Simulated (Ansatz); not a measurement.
Reaction (isomerisation): `O[CH](Cl)[GeH3]` → `[OH][GeH2][CH2]Cl`

Computed with Ansatz on PBE0-D4/def2-TZVP structures; ΔE is electronic, products minus reactants. CBS: MP2 limit from def2 TZ/QZ plus the TZ coupled-cluster correction, frozen cores. DFT in def2-TZVPP. For Ge outer-core shells are correlated without core-valence functions, which leaves a few kJ/mol of doubt a bond. Scalar relativity is left out up to krypton. Each species was taken in one conformer, which may not be the lowest.

Question: Is it downhill or uphill in electronic energy at CCSD(T)/CBS, and by how much? (An estimate is asked.)

Answer: The calculation gave: Downhill: ΔE = -109.9 kJ/mol.

Question: What do these levels give: PBE0-D4, B2PLYP, RPA@PBE/def2-TZVPP, SCS-MP2/def2-TZVPP, HF/CBS(def2), CCSD/CBS(def2)? (An estimate is asked.)

Answer: Computed: PBE0-D4 -99.6, B2PLYP -108.5, RPA@PBE/def2-TZVPP -105.9, SCS-MP2/def2-TZVPP -116.1, HF/CBS(def2) -115.8, CCSD/CBS(def2) -111.6 kJ/mol.

Largest T1 diagnostic among the species: 0.011.

At CCSD(T), def2-SVP lies +18.4 kJ/mol from the extrapolated value and def2-TZVPP +0.1 kJ/mol. From r2SCAN to r2SCAN0 (25 % exact exchange), in def2-TZVPP and without D4, ΔE moves by −3.4 kJ/mol. Leaving LDA and LC-ωPBE aside and taking each functional with its dispersion term where it has one, the values, not all of them listed here, spread over 15.7 kJ/mol, from PBE-QIDH to PBE-D4. LDA lies +9.5 kJ/mol from PBE without D4.
